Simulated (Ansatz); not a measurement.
Total energies of B₂FH₅OSi, SMILES `B[SiH2]OBF`.

```xyz
10

B    -1.8458    0.8473   -0.6311
Si    0.1237    0.4970   -0.6113
O     0.6728   -0.0533    0.8591
B     1.3313   -1.1516    1.2535
F     1.6299   -1.2803    2.5382
H    -2.3310    1.3057   -1.6242
H    -2.5698    0.6169    0.2902
H     0.4586   -0.5069   -1.6646
H     0.8696    1.7501   -0.9108
H     1.6607   -2.0248    0.5011
```

Charge 0, multiplicity 1. Geometry: relaxed with PBE0-D4/def2-TZVP. It is one conformer, not always the lowest. Basis def2-TZVPP, the Gaussian-basis code of Ansatz.

RPA on PBE orbitals: Hartree–Fock energy of these orbitals -515.68514 Eh, correlation -1.32742 Eh (frozen core).

```csv
functional,energy without D4 (Eh),D4 term (kJ/mol)
PBE,-517.04827,-16.9
revPBE,-517.32828,-51.0
r2SCAN,-517.33109,-4.2
B97M-V,-517.36404,–
PBE0,-517.09633,-14.3
B3LYP,-517.51284,-27.2
r2SCANh,-517.31958,-4.5
r2SCAN0,-517.30348,-4.9
HSE06 (plane-wave form),-517.07829,-13.3
BHLYP,-517.38740,-20.9
LC-ωPBE,-517.23916,–
ωB97X-V,-517.35945,–
ωB97M-V,-517.37396,–
PBE-QIDH,-516.98540,–
```

(1) Give the same for LDA (SPW92), BLYP, CAM-B3LYP, B2PLYP. (Best estimate.)

B3LYP takes the VWN-RPA correlation (the form of Gaussian; ORCA's B3LYP/G). HSE06 is the plane-wave form, built on full-range PBE exchange. The double hybrids freeze the cores in their second-order part.

## Answers

(1) The calculation gave: 
```tsv
functional	energy without D4 (Eh)	D4 term (kJ/mol)
LDA (SPW92)	-514.53103	–
BLYP	-517.42043	-37.0
CAM-B3LYP	-517.40438	-14.5
B2PLYP	-517.20206	–
```

LC-ωPBE has ω = 0.4 bohr⁻¹.
